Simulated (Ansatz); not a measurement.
Total energies of `C[Si](N)(O)Cl`.

| atom | x (Å) | y (Å) | z (Å) |
| --- | --- | --- | --- |
| C1 | 1.296 | -0.667 | -0.342 |
| Si2 | -0.176 | 0.280 | 0.251 |
| N3 | -1.590 | -0.357 | -0.430 |
| O4 | -0.164 | 1.872 | -0.129 |
| Cl5 | -0.127 | 0.209 | 2.337 |
| H6 | 1.208 | -1.727 | -0.090 |
| H7 | 2.209 | -0.290 | 0.123 |
| H8 | 1.391 | -0.574 | -1.426 |
| H9 | -2.465 | 0.135 | -0.341 |
| H10 | -1.726 | -1.351 | -0.508 |
| H11 | 0.145 | 2.469 | 0.554 |

Total charge 0; spin multiplicity 1. Geometry: relaxed with PBE0-D4/def2-TZVP. It is one conformer, not always the lowest. Basis def2-TZVPP, Ansatz.

RPA on PBE orbitals: Hartree–Fock energy of these orbitals -919.31966 Eh, correlation -1.51719 Eh (frozen core).

| functional | energy without D4 (Eh) | D4 term (kJ/mol) |
| --- | --- | --- |
| revPBE | -921.44089 | -75.1 |
| CAM-B3LYP | -921.60247 | -22.1 |

Give the same for LDA (SPW92), PBE, BLYP, r2SCAN, B97M-V, PBE0, B3LYP, r2SCANh, r2SCAN0, HSE06 (plane-wave form), BHLYP, LC-ωPBE, ωB97X-V, ωB97M-V, B2PLYP, PBE-QIDH. (Best estimate.)

Ansatz gave: 
```csv
functional,energy without D4 (Eh),D4 term (kJ/mol)
LDA (SPW92),-917.62853,–
PBE,-921.10382,-25.6
BLYP,-921.58223,-56.1
r2SCAN,-921.50526,-6.3
B97M-V,-921.42900,–
PBE0,-921.18380,-21.7
B3LYP,-921.68904,-41.4
r2SCANh,-921.49402,-6.7
r2SCAN0,-921.47817,-7.4
HSE06 (plane-wave form),-921.16081,-20.3
BHLYP,-921.55851,-31.9
LC-ωPBE,-921.33776,–
ωB97X-V,-921.48322,–
ωB97M-V,-921.54387,–
B2PLYP,-921.27274,–
PBE-QIDH,-920.99931,–
```

B3LYP takes the VWN-RPA correlation (the form of Gaussian; ORCA's B3LYP/G). HSE06 is the plane-wave form, built on full-range PBE exchange. The double hybrids freeze the cores in their second-order part.

LC-ωPBE has ω = 0.4 bohr⁻¹.
